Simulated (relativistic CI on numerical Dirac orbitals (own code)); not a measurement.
Computed by Dirac-Coulomb-Breit CI, orbitals from a KLI potential per configuration, model QED (radiative potential, 1s self-energy scaled to tabulated hydrogen-like ionisation energies), unscaled Slater integrals (own radial code, finite nucleus).

The strongest absorption lines from the ground level of an ion, among the configurations computed and to levels below about 2820 eV (vacuum wavelength in nm, gf): 0.56578 (0.45), 0.62370 (1.2), 0.65211 (0.05), 0.68819 (6.5), 0.70978 (1.5), 0.73582 (0.37), 0.85914 (0.29), 0.87344 (0.14).

**Question.** Which ion is it?
A. Tm41+
B. Tm39+
C. Ta45+
D. Ir49+

**Answer.** A. Tm41+ has 28 electrons and the ground level 3s2 3p6 3d10 1S_0; the strongest line goes to 3s2 3p6 3d9 4f 1P°_1. The pattern of lines fixes the number of electrons, and along that sequence the line energies rise steadily with the charge (about as its square where n changes within one kind of shell, about linearly where n is kept but much faster in heavy ions where fine structure, which grows about as Z⁴, sets the gap, and irregularly where shells cross), which fixes Z. Configurations outside the model, such as inner-shell arrays, can give stronger lines. At this charge energies of transitions that change n are usually good to better than 1 %, and those within a shell (Δn = 0) to a few per cent.

LS names give the leading component of a level, which can be under half, so a name can repeat, a term be missing and a line seem to break the LS rules.
